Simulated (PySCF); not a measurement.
## From a computed spectrum to the compound

A species of 6 atoms with charge 0 has these harmonic modes (PBE0, small Gaussian bases with core potentials, PySCF 2.14.0):

```tsv
cm⁻¹	km/mol	symmetry
394	11.0	e'
394	11.0	e'
748	252.4	e'
748	252.4	e'
822	383.8	a2''
981	0.0	e''
981	0.0	e''
1476	0.0	a1'
1517	662.3	a2''
1760	236.2	e'
1760	236.2	e'
1783	0.0	a1'
```

Which species is it, and in which structure?

BiH5 (singlet):
```xyz
6

Bi    0.0000    0.0000    0.0000
H    -0.0002    0.0000    1.7976
H     1.5569    0.0000   -0.8987
H     0.0000    1.8673    0.0000
H    -1.5567    0.0000   -0.8990
H     0.0000   -1.8673    0.0000
```
Ideal gas at 298.15 K and 1 bar: S = 251.6 J/(mol K), Cp = 58.8 J/(mol K), H − H(0 K) = 12.5 kJ/mol (rigid rotor, harmonic modes, spin degeneracy alone). 
 The answer isn't unique; the calculation gave this one.
